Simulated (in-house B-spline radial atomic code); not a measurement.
RPA and G0W0 on r2SCAN0: Gd IV (Gd3+)

Configuration [Xe] 4f7, highest spin, mean-field start r2SCAN0. Computed with a B-spline radial code for spherical atoms: all electrons, scalar-relativistic (spin-free one-electron X2C), finite nucleus, each spin shell either full or empty, empty states to l = 9 with an (l + 1/2)⁻⁴ tail; G0W0 by contour deformation at full frequency.

Without the two-electron picture change, the correlation of inner shells comes somewhat too large for so heavy an element.

Command:
```bash
python run_gw.py task.json out
```
Settings (radii: box in bohr, nucleus in fm):
```
Z                        64
electrons                61
configuration            [Xe] 4f7
hamiltonian              x2c
method                   r2scan0
lmax                     9
rms_radius               5.1569
spin_polarised           True
box_radius               14.14
intervals                68
```

Time taken, with all properties: 5.5 s on 1 thread of Arm Neoverse V2, on a shared host.

Energies (hartree):

```
                                     term         value
                         mean-field total  -11269.39457
Hartree-Fock functional on these orbitals  -11265.50286
                      direct second order       -5.8504
                    second-order exchange        1.5542
                         SOSEX correction        1.4453
```

Problem. What is the RPA correlation energy, and what remains with SOSEX?

Solution. RPA gives -5.0976 hartree (-2.27 eV per electron); RPA + SOSEX gives -3.6523, and the second-order doubles -4.2962 hartree (no singles). SOSEX takes back 28 % of the RPA value.

Quasi-particle levels (eV):

```
  level  occupied  mean field  Σx - vxc     Σc  QP weight     G0W0
  4f up       yes      -39.14     -8.82      ?          ?        ?
5p down       yes      -52.60     -3.74  -1.00      0.950   -57.34
  5p up       yes      -55.37     -4.38  -0.10      0.909   -59.85
4f down        no     -24.666     13.04  -8.59      0.919  -20.217
```

G0W0 = mean field + (Σx - vxc) + Σc, with Σc (partial-wave tail included) taken at the quasi-particle energy. Only the outer levels were computed. Levels of low weight are left out.

Problem. Where does G0W0 put 4f up?

Solution. At -45.04 eV, with Σc = 2.92 eV and a quasi-particle weight of 0.915. The tabulated removal energy is 44.44 ± 0.08 eV (NIST, semi-empirical); the calculation leaves out spin-orbit coupling, Breit and QED terms, and what these don't explain is the method's own error.
